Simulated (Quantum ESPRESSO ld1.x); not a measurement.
Results of a calculation; reference values are marked as such.
The run below uses ld1.x (Quantum ESPRESSO 7.5).

```
 &input
    zed=23.0,
    iswitch=1,
    rel=0,
    lsd=1,
    dft='PZ',
    config='[Ar]',
    verbosity='high',
    prefix='ld1',
    max_out_wfc=37,
    file_charge='ld1.rho',
 /
```

Command: `OMP_NUM_THREADS=1 ld1.x < ld1.in > ld1.out`

Output (excerpt):

```
     Program LD1 v.7.5 starts

     --------------------------- All-electron run ----------------------------

     atomic number is 23.00
     dft =PZ   lsd =1 sic =0 latt =0  beta=0.20 tr2=1.0E-14
     Exchange-correlation= PZ
                           (   1   1   0   0   0   0   0)
     mesh =1843 r(mesh) =  99.53465 a.u. xmin = -7.00 dx = 0.00800
     1 Ry =  13.60569312 eV

     n l     nl                  e(Ry)          e(Ha)          e(eV)
     1 0     1S 1( 1.00)    -396.335099699    -198.167549849  -5392.4137404
     2 0     2S 1( 1.00)     -49.697109592     -24.848554796   -676.1636222
     2 1     2P 1( 3.00)     -42.923397774     -21.461698887   -584.0025779
     3 0     3S 1( 1.00)     -10.521421374      -5.260710687   -143.1512304
     3 1     3P 1( 3.00)      -8.619002137      -4.309501069   -117.2674981
     1 0     1S 2( 1.00)    -396.335099699    -198.167549849  -5392.4137404
     2 0     2S 2( 1.00)     -49.697109592     -24.848554796   -676.1636222
     2 1     2P 2( 3.00)     -42.923397774     -21.461698887   -584.0025779
     3 0     3S 2( 1.00)     -10.521421374      -5.260710687   -143.1512304
     3 1     3P 2( 3.00)      -8.619002137      -4.309501069   -117.2674981

     final scf error:  8.2E-15 reached in  16 iterations

     Etot =   -1871.298328 Ry,    -935.649164 Ha,  -25460.310788 eV
     Total magnetization:    0.00 Bohr mag.

     Ekin =    1869.024824 Ry,     934.512412 Ha,   25429.378195 eV
     Encl =   -4334.410647 Ry,   -2167.205323 Ha,  -58972.661126 eV
     Eh   =     675.224696 Ry,     337.612348 Ha,    9186.900006 eV
     Exc  =     -81.137201 Ry,     -40.568601 Ha,   -1103.927862 eV
```

Run on one thread of a shared host, so times are rough (Intel(R) Xeon(R) Processor @ 2.60GHz): 0.33 s of CPU time, 1.3 s wall, 16 iterations on 1843 mesh points.
